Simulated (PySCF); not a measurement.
(Z)-1-bromo-2-chloroethene (C2H2BrCl), SMILES C(=C/Cl)/Br.

Geometry: B3LYP-D3(BJ)/def2-SVP.

Two levels are set side by side: TDA-PBE/def2-SVPD (PySCF) and TDA-B3LYP/def2-SVPD (PySCF). Vertical, same geometry. The lowest singlet is HOMO→LUMO+1 99 % with PBE and HOMO→LUMO+1 99 % with the other functional; states are paired by order. Differences are taken from unrounded values.

```
quantity                               TDA-PBE
-------------------------------------  -------
lowest singlet excitation (eV)            5.06
lowest triplet excitation (TDA) (eV)      3.91
first bright state (f over 0.05) (eV)     5.88
its oscillator strength                   0.16
```

Problem. These are the TDA-PBE values. What does TDA-B3LYP give? (Estimate from the structure and the level; the computed values follow.)

Solution. 
```csv
quantity,TDA-B3LYP,TDA-PBE minus TDA-B3LYP
lowest singlet excitation (eV),5.32,-0.26
lowest triplet excitation (TDA) (eV),3.93,-0.03
first bright state (f over 0.05) (eV),6.27,-0.39
its oscillator strength,0.25,-0.09
```

Functionals without exact exchange tend to place singlet excitations lower, as here. Differences between two approximate levels are no errors against the true value.

Rough cost on one machine, each run with all the roots and properties that it gave: TDA-B3LYP against TDA-PBE about 3 times.
